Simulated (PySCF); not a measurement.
S₄, SMILES S=[S][S]=S (connectivity only; charge and spin as stated), neutral, multiplicity 1.

Geometry: ωB97X-D3(BJ)/def2-SVP. One conformer was computed; it need not be the lowest.

Two levels are set side by side: PBE/def2-TZVPD (PySCF) and HF/def2-TZVPD (PySCF). Same geometry, gas phase. Differences are taken from unrounded values.

```csv
quantity,HF,PBE,PBE minus HF
orbital gap (eV),6.60,1.40,-5.20
highest occupied level (eV),-8.44,-6.09,2.35
lowest empty level (eV),-1.84,-4.69,-2.85
dipole moment (D),1.81,1.12,-0.69
mean polarisability (bohr³),102.6,91.4,-11.2
```

Without exact exchange PBE keeps part of each electron's self-repulsion, which lifts occupied levels and narrows the gap. Differences between two approximate levels are no errors against the true value.

Rough cost on one machine, each run with all the roots and properties that it gave: HF against PBE within a factor of 2.
